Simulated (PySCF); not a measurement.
SnOBr2, SMILES [O]=[Sn]([Br])[Br]. Atoms are numbered in the order given.

```xyz
4

Sn     0.0000     0.0000    -0.7108
O      0.0000     0.0000    -2.5594
Br     0.0000    -1.9840     0.8002
Br     0.0000     1.9840     0.8002
```
Charge 0, spin multiplicity 1.

Geometry: B3LYP-D3(BJ)/def2-SVP. The def2 effective core potentials stand for the cores of Sn; spin–orbit coupling is left out.

The numbers are results of PySCF with TDA-PBE/def2-SVPD, not measurements.

Vertical excitations. The molecule is in vacuum. State labels are in the subgroup C2v.

```csv
state,symmetry,energy (eV),λ (nm),f,main pairs
S1,B2,2.38,522,0.015,HOMO→LUMO 98 %
S2,B1,2.69,461,0.003,HOMO−1→LUMO 99 %
S3,B2,3.32,373,0.023,HOMO−2→LUMO 97 %
S4,A2,3.44,360,0.000,HOMO−3→LUMO 99 %
S5,A2,3.56,348,0.000,HOMO→LUMO+1 99 %
S6,A1,3.57,347,0.009,HOMO−4→LUMO 91 %
S7,B1,4.02,309,0.016,HOMO−5→LUMO 99 %
S8,A1,4.31,287,0.001,"HOMO−1→LUMO+1 61 %, HOMO−6→LUMO 36 %"
S9,A2,4.45,279,0.000,HOMO−2→LUMO+1 100 %
S10,B1,4.71,263,0.000,HOMO−4→LUMO+1 100 %
T1,B2,1.81,686,0,HOMO→LUMO 100 %
T2,B1,2.17,572,0,HOMO−1→LUMO 99 %
T3,B2,2.91,427,0,HOMO−2→LUMO 100 %
T4,A1,3.04,408,0,HOMO−4→LUMO 87 %
```
Triplets are in the Tamm–Dancoff approximation.
